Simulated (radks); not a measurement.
Results of a calculation; reference values are marked as such.
As18+, configuration [He] 2s2 2p5.5 3s2 3p3 3d0.5 (fractional occupations, a model configuration). Code: a radial shooting solver on a logarithmic mesh with Libxc functionals. Model: Dirac Kohn-Sham, BLYP, spin-unpolarised, spherical densities, point nucleus; open shells are shared between the two j in proportion to 2j + 1.

Spin-orbit splittings of the eigenvalues, e(l+1/2) - e(l-1/2), with zeta = 2 splitting/(2l+1) and mean radii in bohr:

shell  occ.  splitting (eV)  zeta (eV)  <r> j=l-1/2  <r> j=l+1/2
2p      5.5           37.77      25.18       0.1716       0.1752
3p        3               ?          ?       0.4968       0.5026
3d      0.5           1.656     0.6625       0.4532       0.4549
4p        0           2.700      1.800        1.012        1.020

Estimate the 3p splitting.

Answer. 8.023 eV (zeta = 5.349 eV).
